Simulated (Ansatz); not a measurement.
Frontier orbitals of C2H8AlB, SMILES `CB[CH2][AlH2]`.

Charge 0, multiplicity 1. The structure was optimised at the PBE0-D4/def2-TZVP level. It is one conformer, not always the lowest. Basis def2-TZVPP, the Gaussian-basis code of Ansatz.

Orbital energies of one run (eV). Highest occupied ones, from the top: -7.13, -7.48, -7.66, -8.27, -9.83, -9.96, -10.40, -10.94, -11.77, -17.46, -18.39, -70.79, -70.81, -71.07. Empty: -2.28, -0.40, 0.43, 0.97, 1.68, 2.18.

Q: Which functional gave them?
A. r2SCAN
B. PBE0
C. CAM-B3LYP
D. BHLYP

A: A. HOMO energies: r2SCAN -7.13, CAM-B3LYP -9.40, PBE0 -8.07, BHLYP -9.14 eV.
